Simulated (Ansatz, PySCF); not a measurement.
This Ansatz (a program for electronic structure) input computes a CAM-B3LYP/def2-TZVPD energy:

Ansatz 0.2 input:
```yaml
crystal:
  periodic: [false, false, false]
  atoms:
    - {symbol: C, position_ang: [-1.10482799, 0.00685239, -0.02645507]}
    - {symbol: N, position_ang: [0.31271397, -0.00193952, 0.00748792]}
    - {symbol: C, position_ang: [1.47683890, -0.00915969, 0.03536285]}
    - {symbol: H, position_ang: [-1.46003960, -0.68901516, -0.78610308]}
    - {symbol: H, position_ang: [-1.49901660, -0.29209176, 0.94448251]}
    - {symbol: H, position_ang: [-1.46200701, 1.00852736, -0.26424163]}
basis:
  gaussian:
    orbitals: def2-TZVPD
hamiltonian:
  xc: {name: CAM-B3LYP}
output: {forces: true}
```

Problem. Write an input for the same energy in PySCF and say what it gives.

Solution. 
```python
from pyscf import gto, scf, dft

mol = gto.M(
    atom='''
    C    -1.10482799    0.00685239   -0.02645507
    N     0.31271397   -0.00193952    0.00748792
    C     1.47683890   -0.00915969    0.03536285
    H    -1.46003960   -0.68901516   -0.78610308
    H    -1.49901660   -0.29209176    0.94448251
    H    -1.46200701    1.00852736   -0.26424163
    ''',
    basis='def2-tzvpd',
    charge=0,
    spin=0,
    verbose=4,
)

mf = dft.RKS(mol, xc='camb3lyp').density_fit(auxbasis='def2-universal-jkfit')
mf.grids.level = 3
mf.conv_tol = 1e-9
mf.max_cycle = 100
mf.max_memory = 1500
mf.kernel()
if not mf.converged:
    mf = mf.newton()
    mf.kernel(mf.make_rdm1())
mf.analyze()
```
It gives -132.70030 Eh, and Ansatz -132.70025 Eh, a difference of 0.05 mEh, from the treatment of integrals and grids.
